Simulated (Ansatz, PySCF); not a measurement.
H5P, SMILES [H][P@TB7]([H])([H])([H])[H].

Geometry: PBE0-D3(BJ)/def2-TZVPD.

Vertical ionisation energy (IE) and electron affinity (EA) in eV. Rows of orbital energies are one-electron estimates. Where ΔSCF, EOM or ADC give a negative EA the extra electron is unbound and the value depends on the basis.

```json
[
 {"level": "−ε(HOMO), −ε(LUMO), CAM-B3LYP/def2-TZVPD (PySCF)", "IE": "7.51", "EA": "-0.39"},
 {"level": "−ε(HOMO), −ε(LUMO), ωB97X/def2-TZVPD (PySCF)", "IE": "8.45", "EA": "-1.56"},
 {"level": "−ε(HOMO), −ε(LUMO), PBE/def2-TZVPD (PySCF)", "IE": "5.04", "EA": "0.99"},
 {"level": "EOM-CCSD/aug-cc-pVDZ (PySCF)", "IE": "[?]", "EA": "[?]"},
 {"level": "ADC(2)/aug-cc-pVDZ (PySCF)", "IE": "8.33", "EA": "-0.49"},
 {"level": "ΔSCF, CAM-B3LYP/def2-TZVPD (Ansatz), final states of multiplicity 2 and 2", "IE": "8.74", "EA": "-1.06"},
 {"level": "ΔSCF, PBE/def2-TZVPD (Ansatz), final states of multiplicity 2 and 2", "IE": "8.51", "EA": "-0.91"}
]
```

Q: What belongs in the gaps? (An estimate is asked for; the answer gives what the named calculation found.)

A: 
- EOM-CCSD/aug-cc-pVDZ (PySCF), IE: 8.51
- EOM-CCSD/aug-cc-pVDZ (PySCF), EA: -0.49

Q: What vertical singlet–triplet gap does ΔSCF give with CAM-B3LYP/def2-TZVPD (Ansatz, a program for electronic structure) and with PBE/def2-TZVPD (Ansatz)? (Estimate from the structure and the level; the computed values follow.)

A: 4.37 and 3.96 eV (triplet above singlet where positive).

Q: Beyond the first one, list the lowest photoelectron lines from ADC(2)/aug-cc-pVDZ (PySCF) with their pole strengths (two spins summed). (The exact figures need the calculation; the answer reports its results.)

A: 14.36 eV (1.82), 14.70 eV (1.83), 14.70 eV (1.83).
